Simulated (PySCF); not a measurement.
**Correlation energy of C²⁺ (carbon, charge +2)**

[He] 2s2, closed-shell 1S. All numbers are calculated (PySCF 2.14, the non-relativistic Hamiltonian (point nucleus), in 6-31G* (3s2p1d, 14 functions)). Frozen: 1s2; 2 electrons correlated.

Total MP2 correlation energy: -40.44 mhartree.

Same-spin part 0.00 and opposite-spin part -40.44 mhartree; SCS-MP2 scales them by 1/3 and 6/5 to -48.53 mhartree.

With two correlated electrons CCSD is exact within the correlated space (frozen core and kept virtual orbitals).

```csv
level,correlation energy (mhartree)
CCSD,-72.12
```

Diagnostics: T1 = 0.0087, D1 = 0.0124, largest double amplitude 0.157.

A double-excitation amplitude exceeds 0.15, a sign of near-degeneracy.

Cost of the coupled-cluster step: 0.05 s of wall time on 1 thread of AMD EPYC 7B13 (shared host), for 2 correlated electrons.
